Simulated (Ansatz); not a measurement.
Computed with Ansatz on PBE0-D4/def2-TZVP structures; ΔE is electronic, products minus reactants. CCSD(T)/CBS adds triple-zeta CCSD(T) − MP2 to the extrapolated MP2 energy (def2 sets, frozen cores). This one scheme is used for every species. Functionals use def2-TZVPP. HSE06 is defined as in plane-wave codes. For Ti outer-core shells are correlated without core-valence functions, which leaves a few kJ/mol of doubt a bond. Scalar relativity is left out up to krypton. Each species was taken in one conformer, which may not be the lowest.

Consider the substitution at a C–N bond: `C[NH][Ti]([F])([F])[F]` + `[NH2][AlH][OH]` → `C[O][AlH][NH2]` + `[NH2][Ti]([F])([F])[F]`.

`C[NH][Ti]([F])([F])[F]`:

Cartesian coordinates in Å:
```
C -1.070 -0.752 0.636
N 0.293 -0.574 0.183
Ti 0.937 0.925 -0.679
F -0.022 1.177 -2.138
F 2.635 0.631 -1.007
F 0.659 2.322 0.362
H -1.546 -1.609 0.150
H -1.664 0.132 0.393
H -1.118 -0.890 1.721
H 0.897 -1.363 0.379
```

`[NH2][AlH][OH]`:

Z-matrix (Å, degrees):
```
N
Al 1 1.760
H 1 1.006 2 124.4
H 1 1.007 2 125.1 3 -180.0
O 2 1.698 1 116.8 3 -180.0
H 2 1.579 1 120.8 3 -0.1
H 5 0.955 2 123.2 1 180.0
```

`C[O][AlH][NH2]`:

Z-matrix (Å, degrees):
```
C
O 1 1.395
H 1 1.096 2 110.3
H 1 1.098 2 112.7 3 120.6
H 1 1.096 2 110.3 3 -118.9
Al 2 1.687 1 134.7 3 -120.0
N 6 1.761 2 117.3 1 179.8
H 6 1.579 2 121.5 1 -0.3
H 7 1.007 6 125.2 2 -0.0
H 7 1.006 6 124.2 2 179.9
```

`[NH2][Ti]([F])([F])[F]`:

Cartesian coordinates in Å:
```
N 0.105 -1.099 -0.259
Ti -0.092 0.697 0.156
F -1.333 0.818 1.387
F 1.410 1.340 0.810
F -0.455 1.547 -1.332
H 0.443 -1.447 -1.146
H -0.078 -1.857 0.384
```

**Question.** Is it downhill or uphill in electronic energy at CCSD(T)/CBS, and by how much? (An estimate is asked.)

**Answer.** The calculation gave: Uphill: ΔE = +8.6 kcal/mol.

**Question.** What do these levels give: PBE-D4, revPBE-D4, B97M-V, BHLYP-D4, ωB97X-V, HSE06? (Best estimate.)

**Answer.** Ansatz gave: PBE-D4 7.7, revPBE-D4 8.0, B97M-V 6.8, BHLYP-D4 6.2, ωB97X-V 6.6, HSE06 7.2 kcal/mol.

Largest T1 diagnostic among the species: 0.024, so the coupled-cluster value is less sure than usual.

At CCSD(T), def2-SVP lies −1.0 kcal/mol from the extrapolated value and def2-TZVPP −0.6 kcal/mol. In def2-TZVPP, CCSD(T) changes the Hartree–Fock value by +3.9 kcal/mol (the triples alone add +0.7 kcal/mol) and MP2 by +5.1 kcal/mol. Leaving LDA and LC-ωPBE aside and taking each functional with its dispersion term where it has one, the values spread over 1.8 kcal/mol, from BHLYP-D4 to revPBE-D4.
